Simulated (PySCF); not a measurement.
# Energy of Os (osmium, neutral) between two integer charges

The 6s beta orbital of [Xe] 4f14 5d6 6s2 is emptied in steps (occupation f), with all orbitals relaxed, ending at [Xe] 4f14 5d6 6s1. All numbers are calculated (PySCF 2.14, a scalar-relativistic core potential, in def2-SVP with the def2 core potential (60 electrons)). The exact energy is a straight line in f; departures are measured from the line between the end points of the same method.

```
   f  UHF (eV)  LDA (eV)  PBE (eV)
   1     0.000     0.000     0.000
0.75     0.037    -0.618    -0.563
 0.5     0.047    -0.866    -0.774
0.25     0.034    -0.708    -0.589
   0     0.000     0.000     0.000
```

**Question.** For UHF, how does the orbital energy at f = 1 compare with the removal energy?

**Answer.** −ε = 6.720 eV against a total-energy difference of 6.515 eV. By Janak's theorem ε = ∂E/∂f, so the gap between them reflects the curvature. Along the path −ε is 6.607 (f = 0.75), 6.507 (f = 0.5), 6.419 (f = 0.25) eV.

```tsv
method	E(f=0) − E(f=1) (eV)	−ε at f=1 (eV)	−ε at f=0.5 (eV)
UHF	6.515	6.720	6.507
LDA	8.779	5.546	8.516
PBE	8.314	5.136	8.256
```

Reference removal energy between the ground levels: 8.438 eV (measured; NIST Atomic Spectra Database, ionization energies). The calculation has no spin-orbit coupling. UHF lacks correlation.
